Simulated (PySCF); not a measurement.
## Does the structure fit the spectrum?

A compound C$_{7}$H$_{8}$OSi gives the data below (simulated from a calculation) and was assigned the structure `C=C1C(=C)C(C=O)=C1[SiH3]`.

$^{13}$C{$^{1}$H} NMR (computed): δ 156.1 (C), 138.2 (CH), 137.9 (C), 135.5 (CH), 132.2 (CH), 126.2 (CH), 78.1 (CH2).

$^{1}$H NMR (500 MHz, computed): δ 7.99 (d, 1H), 7.70 (m, 1H), 7.62 (m, 1H), 7.54 (d, 1H), 5.75 (s, 2H), 5.59 (s, 2H).

Single conformer, one averaged value for each set of equivalent atoms, no solvent model, no relativistic terms. σ from GIAO-PBE0/pcSseg-1; GFN2-xTB geometry; PySCF 2.14.

Chemical shifts δ = σref − σ; $^{1}$H (31.72 ppm) and $^{13}$C (186.93 ppm) against TMS, all at this level.

Question: Compare with the shifts computed for the proposed structure, pairing carbons in order of shift.

Answer: Atom-mapped SMILES (the numbers label the heavy atoms): `[CH2:1]=[C:2]1[C:3](=[CH2:4])[C:5]([CH:6]=[O:7])=[C:8]1[SiH3:9]` (H(Xn): hydrogen on atom n).

| atom | computed for proposal | given list | difference |
| --- | --- | --- | --- |
| C6 | 191.1 | 156.1 | +35.0 |
| C8 | 180.2 | 138.2 | +42.0 |
| C5 | 165.8 | 137.9 | +27.9 |
| C2 | 157.1 | 135.5 | +21.6 |
| C3 | 151.6 | 132.2 | +19.4 |
| C1 | 114.6 | 126.2 | -11.6 |
| C4 | 100.1 | 78.1 | +22.0 |

The rms difference is 27.3 ppm and the largest +42.0 ppm at C8 (β carbon of a C=C–C=O unit). The carbon types in order of shift don't match either: CH, C, C, C, C, CH2, CH2 for the proposal against C, CH, C, CH, CH, CH, CH2 in the data. The proposal doesn't fit.

Question: Which isomer fits?

Answer: `c1ccc2c(c1)CO[SiH2]2`.

1. Carbon types of the structure: 2 × C, 4 × CH, 1 × CH2, leaving 2 H on heteroatoms.
2. δC 156.1, 137.9: substituted aromatic carbon.
3. δC 138.2, 135.5, 132.2, 126.2: aromatic CH; the aromatic region.
4. δC 78.1: sp3 CH2 bonded to O, on an aromatic ring; the inductive effect lowers its shielding.
5. δH 5.59: hydrogen on an sp3 CH2 bonded to O, on an aromatic ring; its carbon carries O, which withdraws density.

Other isomers checked: C#CC1=CCC(=C)O[SiH2]1 (rms 31.6 ppm); C[C@@H]1[SiH2]C=C1C#CC=O (rms 47.9 ppm).

The data come from this structure; uniqueness wasn't tested.

Shifts are as computed. Against solution values, carbons near 30 ppm lie about +3 ppm off and those near 130 ppm about +5 ppm. Of 1309 compounds with measured shifts, 239 miss one by over three times the rms of a fit or turn the order of signals round; such compounds aren't used in these exercises. Multiplicities follow the n + 1 count of equivalent neighbours, as no J values were calculated; m marks all less simple cases, F and P coupling included.
